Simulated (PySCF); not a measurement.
Simulation results for BGeH₅OSi, CH₁₀Ge₂Si

All values are calculated (PySCF 2.14.0). Calculation on a computer-drawn molecule: the log of a Hartree-Fock and frozen-core CCSD(T) single point meant for a local Hartree-Fock minimum, with one planted fault or none, to be diagnosed. Offsets are logged minus clean, where the clean run is the same molecule without the fault. The reference is restricted for singlets and unrestricted otherwise, and also for a bond in bohr or an excited solution. Adding or removing an electron swaps singlet and doublet. The excited solution moves the top pair (singlet) or top alpha electron (doublet) to the lowest empty orbital. Highest occupied and lowest empty are orbital energies over both spins, largest force is the largest gradient component, triples share is (T) over the correlation energy, the T1 limit is 0.02 restricted and 0.045 unrestricted, electrons count all cores, a negative frequency is imaginary (commonest isotopes), and the dipole is about the centre of nuclear charge; on germanium a core potential holds 10 electrons, which the energies leave out, and 3d is frozen in MP2 and coupled-cluster steps.

Common to all runs: meant charge 0; meant multiplicity 1; meant basis cc-pV(D+d)Z; meant basis and core potential on germanium cc-pVDZ-PP ECP10MDF; logged SCF converged yes; logged CC converged yes; logged SCF stable within its kind yes; possible faults no fault, one electron removed, one electron added, multiplicity raised by two, geometry at a saddle point, SCF held on an excited solution, minimal basis STO-3G, one bond length entered in bohr, all coordinates scaled.

Notes on all entries: T1 above single-reference limit.

(1) 
```xyz
9
formula=BGeH5OSi logged_electrons=64 logged_basis_functions=99 logged_spin_squared=0.9894 logged_highest_occupied=-8.6245 logged_lowest_empty=0.047192 logged_largest_force=0.024528 logged_T1_diagnostic=0.078274 logged_D1_diagnostic=0.26805 logged_triples_share=0.031877 logged_dipole_magnitude=1.3878 logged_energy_HF=-684.63217 logged_energy_CCSD(T)=-685.14029 planted_fault=one_bond_length_entered_in_bohr,row_5_of_the_drawn_bonds HF_energy_offset_from_clean_run=73.28 CCSD(T)_energy_offset_from_clean_run=73.95
B     -0.8540    -0.0093     0.9199
Si    -1.8400    -1.6123     1.6672
O     -3.4883    -1.4035     1.8322
Ge    -1.5036    -3.6397     0.2901
H     -1.4060     0.9058     0.3704
H      1.4125     0.0355     1.0140
H     -1.2390    -1.9531     2.9922
H     -3.8005    -0.6501     2.3104
H      0.0638    -3.4002     0.2363
```

Units: logged_highest_occupied, logged_lowest_empty in eV; logged_largest_force in hartree/bohr; logged_dipole_magnitude in debye; logged_energy_HF, logged_energy_CCSD(T) in hartree; HF_energy_offset_from_clean_run, CCSD(T)_energy_offset_from_clean_run in kcal/mol.

Drawn bonds:
```csv
atom,other atom,order
1,2,1
2,3,1
2,4,1
1,5,1
1,6,1
2,7,1
3,8,1
4,9,1
```

(2) 
```xyz
14
formula=CH10Ge2Si logged_electrons=94 logged_basis_functions=133 logged_spin_squared=0.7131 logged_highest_occupied=-9.7637 logged_lowest_empty=2.0909 logged_largest_force=0.022378 logged_T1_diagnostic=0.051185 logged_D1_diagnostic=0.26266 logged_triples_share=0.034292 logged_dipole_magnitude=0.80665 logged_energy_HF=-919.25837 logged_energy_CCSD(T)=-919.80034 planted_fault=one_bond_length_entered_in_bohr,row_6_of_the_drawn_bonds HF_energy_offset_from_clean_run=79.24 CCSD(T)_energy_offset_from_clean_run=81.15
C     -1.3146    -0.9709     1.6461
Si    -0.9056    -0.7282    -0.1858
Ge     0.7677    -2.3067    -0.9047
Ge    -0.1654     1.5268    -0.6054
H     -2.0918    -0.2717     1.9657
H     -0.4320    -0.8055     2.2694
H     -1.9967    -2.8892     1.9962
H     -2.1271    -0.9612    -1.0006
H      1.0741    -2.1416    -2.3988
H      2.0754    -2.1043    -0.1256
H      0.2959    -3.7489    -0.6682
H      1.1170     1.8337     0.1815
H     -1.2361     2.5409    -0.1769
H      0.1285     1.7411    -2.0957
```

Units: logged_highest_occupied, logged_lowest_empty in eV; logged_largest_force in hartree/bohr; logged_dipole_magnitude in debye; logged_energy_HF, logged_energy_CCSD(T) in hartree; HF_energy_offset_from_clean_run, CCSD(T)_energy_offset_from_clean_run in kcal/mol.

Drawn bonds:
```csv
atom,other atom,order
1,2,1
2,3,1
2,4,1
1,5,1
1,6,1
1,7,1
2,8,1
3,9,1
3,10,1
3,11,1
4,12,1
4,13,1
4,14,1
```
